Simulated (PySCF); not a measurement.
A structure optimised at GFN2-xTB (Å):
```
atom  x, y, z in Å
C1     3.2995   -0.1407    0.5240
S2     1.7859    0.8011    0.8634
Si3    0.3846   -0.5399   -0.0413
N4    -1.1675    0.0400    0.3589
C5    -2.3221   -0.7161   -0.0466
C6    -1.4794    1.4138    0.6726
H7     3.2318   -1.1194    0.9878
H8     4.1240    0.4180    0.9537
H9     3.4349   -0.2393   -0.5483
H10    0.5496   -1.8658    0.5569
H11    0.7286   -0.6035   -1.4715
H12   -2.0448   -1.7545   -0.2029
H13   -2.7504   -0.3278   -0.9779
H14   -3.0910   -0.6677    0.7290
H15   -0.5754    1.9343    0.9771
H16   -1.9151    1.9314   -0.1894
H17   -2.2001    1.4481    1.4943
```

Neutral, closed shell.

Task: Which heavy atoms are bonded, and with what formal order?

Result: C1–S2 1.81 Å (single); S2–Si3 2.14 Å (single); Si3–N4 1.70 Å (single); N4–C5 1.44 Å (single); N4–C6 1.44 Å (single). Bonds to hydrogen (Å): C1–H7 1.09; C1–H8 1.08; C1–H9 1.09; Si3–H10 1.46; Si3–H11 1.47; C5–H12 1.09; C5–H13 1.10; C5–H14 1.09; C6–H15 1.09; C6–H16 1.10; C6–H17 1.09.

Task: Give the structure as a SMILES string.

Result: `CS[SiH2]N(C)C`, C3H11NSSi.

Task: What is the point group of this geometry?

Result: C1 (no symmetry element, even within 0.4 Å).

Task: Describe the place of each heavy atom.

Result: C1: S-methyl carbon; S2: sulfur bonded to C and Si; Si3: SiH2 silicon; N4: silicon-bound nitrogen; C5/C6: N-methyl carbon.

Task: What is the arrangement about Si3?

Result: It has 4 neighbours (S2, N4, H10, H11) and is distorted tetrahedral (angles from 106.5° to 117.1°).

Task: What is the arrangement about C1?

Result: It has 4 neighbours (S2, H7, H8, H9) and is tetrahedral (angles from 107.0° to 110.4°).

The numbers are calculated, not measured.
